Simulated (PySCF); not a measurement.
## Correlation energy of P (phosphorus, neutral)

[Ne] 3s2 3p3, high-spin 4S determinant. Computed with PySCF 2.14 in aug-cc-pV(Q+d)Z with one added diffuse shell each of s, p, d, f, g type (8s7p6d4f3g, 114 functions), with the non-relativistic Hamiltonian (point nucleus). Frozen: [Ne]; 5 electrons correlated.

MP2 pair energies summed by pair of shells (mhartree):

```
 pair  energy  share (%)
3s-3p  -58.63       65.4
3p-3p  -19.40       21.6
3s-3s  -11.61       13.0
```

Total MP2 correlation energy: -89.64 mhartree.

Same-spin part -23.88 and opposite-spin part -65.76 mhartree; SCS-MP2 scales them by 1/3 and 6/5 to -86.87 mhartree.
